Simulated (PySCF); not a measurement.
PySCF input (TPSSh/def2-TZVPD):

```python
from pyscf import gto, scf, dft

mol = gto.M(
    atom='''
    Si    0.29559365    0.14303420   -0.16614320
    O    -0.12344061   -1.29266992   -0.85659991
    O    -0.99083940    1.16519103   -0.28383740
    O     0.59659472   -0.12302277    1.43141073
    H    -0.37949400   -1.28410967   -1.78359362
    H    -0.91105382    2.03184893    0.12542082
    H     1.29371905   -0.74620474    1.65639036
    ''',
    basis='def2-tzvpd',
    charge=0,
    spin=1,
    verbose=4,
)

mf = dft.UKS(mol, xc='tpssh').density_fit(auxbasis='def2-universal-jkfit')
mf.grids.level = 3
mf.conv_tol = 1e-9
mf.max_cycle = 100
mf.max_memory = 1500
mf.kernel()
if not mf.converged:
    mf = mf.newton()
    mf.kernel(mf.make_rdm1())
for _ in range(2):
    mo, _, stable, _ = mf.stability(return_status=True)
    if stable:
        break
    mf.kernel(mf.make_rdm1(mo, mf.mo_occ))
mf.analyze()
```

Output:

```
PySCF version 2.14.0

[INPUT] verbose = 4
[INPUT] num. atoms = 7
[INPUT] num. electrons = 41
[INPUT] charge = 0
[INPUT] spin (= nelec alpha-beta = 2S) = 1
[INPUT] symmetry False subgroup None
[INPUT] Mole.unit = angstrom
[INPUT] Symbol           X                Y                Z      unit          X                Y                Z       unit  Magmom
[INPUT]  1 Si     0.295593650000   0.143034200000  -0.166143200000 AA    0.558591042661   0.270295464446  -0.313965145459 Bohr   0.0
[INPUT]  2 O     -0.123440610000  -1.292669920000  -0.856599910000 AA   -0.233268945549  -2.442792118263  -1.618739228227 Bohr   0.0
[INPUT]  3 O     -0.990839400000   1.165191030000  -0.283837400000 AA   -1.872415099428   2.201891929500  -0.536374949909 Bohr   0.0
[INPUT]  4 O      0.596594720000  -0.123022770000   1.431410730000 AA    1.127400628162  -0.232479342385   2.704974251464 Bohr   0.0
[INPUT]  5 H     -0.379494000000  -1.284109670000  -1.783593620000 AA   -0.717139725916  -2.426615590206  -3.370503459322 Bohr   0.0
[INPUT]  6 H     -0.911053820000   2.031848930000   0.125420820000 AA   -1.721642204539   3.839638004191   0.237011000118 Bohr   0.0
[INPUT]  7 H      1.293719050000  -0.746204740000   1.656390360000 AA    2.444774686632  -1.410122591452   3.130124135770 Bohr   0.0

nuclear repulsion = 177.357361949499
number of shells = 72
number of NR pGTOs = 267
number of NR cGTOs = 190
basis = def2-tzvpd
ecp = {}

******** <class 'pyscf.df.df_jk.DFUKS'> ********
method = DFUKS
initial guess = minao
damping factor = 0
level_shift factor = 0
DIIS = <class 'pyscf.scf.diis.CDIIS'>
diis_start_cycle = 1
diis_space = 8
diis_damp = 0
SCF conv_tol = 1e-09
SCF conv_tol_grad = None
SCF max_cycles = 100
direct_scf = False
number electrons alpha = 21  beta = 20
XC library pyscf.dft.libxc version 7.1.2
    S. Lehtola, C. Steigemann, M. J. T. Oliveira, and M. A. L. Marques,  SoftwareX 7, 1–5 (2018)
XC functionals = tpssh
    V. N. Staroverov, G. E. Scuseria, J. Tao, and J. P. Perdew,  J. Chem. Phys. 119, 12129 (2003)
radial grids:
    Treutler-Ahlrichs [JCP 102, 346 (1995); DOI:10.1063/1.469408] (M4) radial grids

becke partition: Becke, JCP 88, 2547 (1988); DOI:10.1063/1.454033
pruning grids: <function nwchem_prune>
grids dens level: 3
symmetrized grids: False
atomic radii adjust function: <function treutler_atomic_radii_adjust>
small_rho_cutoff = 0
Set gradient conv threshold to 3.16228e-05
tot grids = 90856
******** <class 'pyscf.df.df.DF'> ********
auxbasis = def2-universal-jkfit
init E= -517.541416888417
  alpha nocc = 21  HOMO = -0.188826956932381  LUMO = -0.0314280758740494
  beta  nocc = 20  HOMO = -0.446464663497728  LUMO = -0.188826956932395

[...]
  beta  nocc = 20  HOMO = -0.319411103283242  LUMO = -0.0956155950703419
  HOMO = -0.194739937972  LUMO = -0.0956155950703  gap/eV = 2.69731
Extra cycle  E= -517.193581841787  delta_E= 7.64e-10  |g|= 5.57e-05  |ddm|= 4.38e-05
converged SCF energy = -517.193581841787  <S^2> = 0.75189196  2S+1 = 2.0018911
uhf_internal: lowest eigs of H = [0.34163401 0.35398964 0.35399185]
<class 'pyscf.df.df_jk.DFUKS'> wavefunction is stable in the internal stability analysis
**** SCF Summaries ****
Total Energy =                        -517.193581841786568
Nuclear Repulsion Energy =             177.357361949499051
One-electron Energy =                -1067.474726216143608
Two-electron Energy =                  372.923782424857961
Two-electron Coulomb Energy =          420.897327289226780
DFT Exchange-Correlation Energy =      -47.973544864368804
HOMO-LUMO gap [eV] =                     2.697310758664333
**** MO energy ****
                             alpha | beta                alpha | beta
MO #1   energy= -66.0282643182346  | -66.0254837257734  occ= 1 | 1
MO #2   energy= -19.0681283396208  | -19.0652329930049  occ= 1 | 1
MO #3   energy= -19.0681195132041  | -19.0652240123333  occ= 1 | 1
MO #4   energy= -19.0680851635157  | -19.065189723663   occ= 1 | 1
MO #5   energy= -5.25161272732598  | -5.24816663826659  occ= 1 | 1
MO #6   energy= -3.6007261980748   | -3.59643220213805  occ= 1 | 1
MO #7   energy= -3.59867849100027  | -3.59643161348239  occ= 1 | 1
MO #8   energy= -3.59867776911265  | -3.59353479307296  occ= 1 | 1
MO #9   energy= -1.0127196451875   | -1.00677338133037  occ= 1 | 1
MO #10  energy= -0.985955410124033 | -0.980085349580114 occ= 1 | 1
MO #11  energy= -0.985943728656683 | -0.980073816690509 occ= 1 | 1
MO #12  energy= -0.568782918676789 | -0.563273160369896 occ= 1 | 1
MO #13  energy= -0.50696088366812  | -0.5039675449355   occ= 1 | 1
MO #14  energy= -0.506949236605995 | -0.503955972995503 occ= 1 | 1
MO #15  energy= -0.401957732705789 | -0.381904340205713 occ= 1 | 1
MO #16  energy= -0.367167777737181 | -0.359698219003898 occ= 1 | 1
MO #17  energy= -0.367157411572466 | -0.359687836038795 occ= 1 | 1
MO #18  energy= -0.338007234338355 | -0.334710992969298 occ= 1 | 1
MO #19  energy= -0.325670511578483 | -0.31942227936303  occ= 1 | 1
MO #20  energy= -0.325658948745315 | -0.319411103283242 occ= 1 | 1
MO #21  energy= -0.194739937971576 | -0.0956155950703419 occ= 1 | 0
MO #22  energy= -0.00776440392584742 | 0.0026709927216079 occ= 0 | 0
MO #23  energy= 0.00444013717208256 | 0.0110408276596556 occ= 0 | 0
MO #24  energy= 0.00444146796181725 | 0.0110426298437373 occ= 0 | 0
MO #25  energy= 0.0449684132823265 | 0.0588419795426521 occ= 0 | 0
MO #26  energy= 0.0585824030165089 | 0.0694628733541235 occ= 0 | 0
MO #27  energy= 0.0585838335763764 | 0.0694632843712795 occ= 0 | 0
MO #28  energy= 0.0747543039789938 | 0.0828641934862072 occ= 0 | 0
MO #29  energy= 0.0747551594191293 | 0.0828649170032352 occ= 0 | 0
MO #30  energy= 0.0771712602476866 | 0.0843239073975134 occ= 0 | 0
MO #31  energy= 0.10889434513001   | 0.113341044647138  occ= 0 | 0
MO #32  energy= 0.108894774251689  | 0.118753583275012  occ= 0 | 0
MO #33  energy= 0.109248679213758  | 0.118754159332519  occ= 0 | 0
MO #34  energy= 0.131878448864637  | 0.135375322159995  occ= 0 | 0
MO #35  energy= 0.14566959044937   | 0.149578955192114  occ= 0 | 0
MO #36  energy= 0.145672181158731  | 0.15048073474331   occ= 0 | 0
MO #37  energy= 0.147054385441713  | 0.15048272959146   occ= 0 | 0
MO #38  energy= 0.175245497148892  | 0.184657275924854  occ= 0 | 0
MO #39  energy= 0.175246798585151  | 0.184659280600962  occ= 0 | 0
MO #40  energy= 0.191824896976575  | 0.204416204195149  occ= 0 | 0
MO #41  energy= 0.191826230647872  | 0.204417218006162  occ= 0 | 0
MO #42  energy= 0.202285804745511  | 0.213989703937017  occ= 0 | 0
MO #43  energy= 0.227499986763807  | 0.231955893008247  occ= 0 | 0
MO #44  energy= 0.256680540986048  | 0.26160694758129   occ= 0 | 0
MO #45  energy= 0.256683738730902  | 0.261609549159476  occ= 0 | 0
MO #46  energy= 0.259083546657599  | 0.261897328802421  occ= 0 | 0
MO #47  energy= 0.277534074696474  | 0.279752977758998  occ= 0 | 0
MO #48  energy= 0.27753542260313   | 0.279754664992693  occ= 0 | 0
MO #49  energy= 0.294191222722601  | 0.299659073548084  occ= 0 | 0
MO #50  energy= 0.294192591989655  | 0.299659939544635  occ= 0 | 0
MO #51  energy= 0.29736450901053   | 0.301607946015297  occ= 0 | 0
MO #52  energy= 0.307233212746418  | 0.312853724111407  occ= 0 | 0
MO #53  energy= 0.315381235446497  | 0.323046935342643  occ= 0 | 0
MO #54  energy= 0.32590159647916   | 0.331175678063142  occ= 0 | 0
MO #55  energy= 0.325902188082101  | 0.331176407943102  occ= 0 | 0
MO #56  energy= 0.367655675366274  | 0.375216637178581  occ= 0 | 0
MO #57  energy= 0.367659713791217  | 0.375221162163011  occ= 0 | 0
MO #58  energy= 0.392728063735963  | 0.397490350052982  occ= 0 | 0
MO #59  energy= 0.393025561811243  | 0.397492620878002  occ= 0 | 0
MO #60  energy= 0.393028148907647  | 0.398088626597299  occ= 0 | 0
MO #61  energy= 0.438294546242094  | 0.442221692707361  occ= 0 | 0
MO #62  energy= 0.455127446564227  | 0.463025603105112  occ= 0 | 0
MO #63  energy= 0.455129203962882  | 0.463027321028501  occ= 0 | 0
MO #64  energy= 0.495183929921366  | 0.515976078151208  occ= 0 | 0
MO #65  energy= 0.530979617930578  | 0.534479694646008  occ= 0 | 0
MO #66  energy= 0.530982139156307  | 0.534482396403541  occ= 0 | 0
MO #67  energy= 0.536443461731126  | 0.54822869788639   occ= 0 | 0
MO #68  energy= 0.568565441378087  | 0.573889180692664  occ= 0 | 0
MO #69  energy= 0.568566067119899  | 0.573890261144625  occ= 0 | 0
MO #70  energy= 0.581038561485529  | 0.584086275690279  occ= 0 | 0
MO #71  energy= 0.613404638001469  | 0.618320956175318  occ= 0 | 0
MO #72  energy= 0.613407100396016  | 0.61832319313343   occ= 0 | 0
MO #73  energy= 0.628860105977248  | 0.636337792561073  occ= 0 | 0
MO #74  energy= 0.6405162214578    | 0.648892949691792  occ= 0 | 0
MO #75  energy= 0.640520618749657  | 0.648898090043109  occ= 0 | 0
MO #76  energy= 0.660728004256789  | 0.662518698489912  occ= 0 | 0
MO #77  energy= 0.679148054124381  | 0.689682805003192  occ= 0 | 0
MO #78  energy= 0.679152730653534  | 0.689687592121266  occ= 0 | 0
MO #79  energy= 0.731481102068054  | 0.732590284950218  occ= 0 | 0
MO #80  energy= 0.742915310387448  | 0.747779217404666  occ= 0 | 0
MO #81  energy= 0.742923058771276  | 0.747786586021345  occ= 0 | 0
MO #82  energy= 0.83394363934167   | 0.838837331925345  occ= 0 | 0
MO #83  energy= 0.833946420721552  | 0.838841149673611  occ= 0 | 0
MO #84  energy= 0.845023929021018  | 0.849286913034952  occ= 0 | 0
MO #85  energy= 0.894658930856442  | 0.897387507161814  occ= 0 | 0
MO #86  energy= 0.894665112317551  | 0.897394422030827  occ= 0 | 0
MO #87  energy= 0.903070303738813  | 0.904171303941858  occ= 0 | 0
MO #88  energy= 0.914775917344805  | 0.917877202012626  occ= 0 | 0
MO #89  energy= 0.980105504972249  | 0.985186100002693  occ= 0 | 0
MO #90  energy= 0.980115829987218  | 0.9851955408887    occ= 0 | 0
MO #91  energy= 1.03782047926347   | 1.03972565424795   occ= 0 | 0
MO #92  energy= 1.09372228564308   | 1.10214899314317   occ= 0 | 0
MO #93  energy= 1.09372980738677   | 1.10215430886166   occ= 0 | 0
MO #94  energy= 1.14324436224957   | 1.15060245870797   occ= 0 | 0
MO #95  energy= 1.14324708672089   | 1.15060482664026   occ= 0 | 0
MO #96  energy= 1.15752623135069   | 1.16243391189601   occ= 0 | 0
MO #97  energy= 1.16916003321047   | 1.17679383534491   occ= 0 | 0
MO #98  energy= 1.16916100720751   | 1.17679579212501   occ= 0 | 0
MO #99  energy= 1.17083953841814   | 1.18604786961109   occ= 0 | 0
MO #100 energy= 1.31571735532428   | 1.31894468777023   occ= 0 | 0
MO #101 energy= 1.33568651031162   | 1.35801948507377   occ= 0 | 0
MO #102 energy= 1.33569137831281   | 1.35802572228879   occ= 0 | 0
MO #103 energy= 1.46916020041279   | 1.479413454372     occ= 0 | 0
MO #104 energy= 1.46918357936816   | 1.47943543937959   occ= 0 | 0
[...]
```

It need not be the lowest isomer of its formula.
